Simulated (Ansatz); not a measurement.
Abridged output of a molecular run in Ansatz:

```
Functional definition: HF
1066 factors; integrals over basis functions are off by at most 1.2e-3 eV
mean field evaluation 1: about -6805.3169 eV, gradient 4.1e1 eV
mean field evaluation 2: about -6805.4521 eV, gradient 4.1e1 eV
mean field evaluation 4: about -6809.2577 eV, gradient 5.2e0 eV
mean field evaluation 8: about -6809.3374 eV, gradient 3.8e-1 eV
mean field evaluation 16: about -6809.1126 eV, gradient 5.1e0 eV
mean field -6809.33843737 eV, -250.2385720380 hartree, gradient 7.5e-6 eV, S^2 0.000000; 0 other end points of the search recorded, 0 dependent functions left out
5 core orbitals not correlated: weight in the atoms' cores, before any rotation towards them, 1.000 or more for the frozen orbitals, at most 0.000 for the correlated occupied ones
reference -6809.33843737 eV, -250.2385720380 hartree; 15, 15 occupied and 85, 85 virtual orbitals, 1066 factors
second order -20.74874936 eV of doubles, -0.00000000 eV of singles
cycle   1  -21.23676477 eV  change   -4.9e-1 eV  update   1.1e-1
cycle   2  -21.77324589 eV  change   -5.4e-1 eV  update   3.4e-2
cycle   3  -21.93222077 eV  change   -1.6e-1 eV  update   2.0e-2
cycle   4  -21.92832245 eV  change    3.9e-3 eV  update   5.1e-3
cycle   5  -21.92421761 eV  change    4.1e-3 eV  update   2.2e-3
cycle   6  -21.92432332 eV  change   -1.1e-4 eV  update   6.2e-4
cycle   7  -21.92400723 eV  change    3.2e-4 eV  update   2.3e-4
cycle   8  -21.92388125 eV  change    1.3e-4 eV  update   7.1e-5
cycle   9  -21.92389046 eV  change   -9.2e-6 eV  update   3.0e-5
perturbative correction -0.65414688 eV, -0.0240394543 hartree
Total energy: -6831.91647470 eV, -251.0682996061 hartree
```

Its atoms:

Cartesian coordinates in Å:
```
B 0.441 -0.147 -0.664
C -0.728 0.402 0.310
N 1.337 -0.952 0.405
N -1.718 1.162 -0.189
O -0.711 0.119 1.519
H 0.019 -0.917 -1.498
H 1.096 0.747 -1.152
H 1.409 -1.944 0.217
H 2.269 -0.577 0.524
H -2.446 1.500 0.418
H -1.739 1.396 -1.164
H 0.771 -0.788 1.273
```

Q: Which basis set was used?
A. cc-pV(Q+d)Z
B. def2-QZVPP
C. def2-SVP
D. def2-SVPD

A: C. It gives 105 functions.

Q: Write the keys of the input that set method, charge and spin (a neutral closed shell needs none for the last two).

A: 
```yaml
correlation: {method: ccsd_t}
```
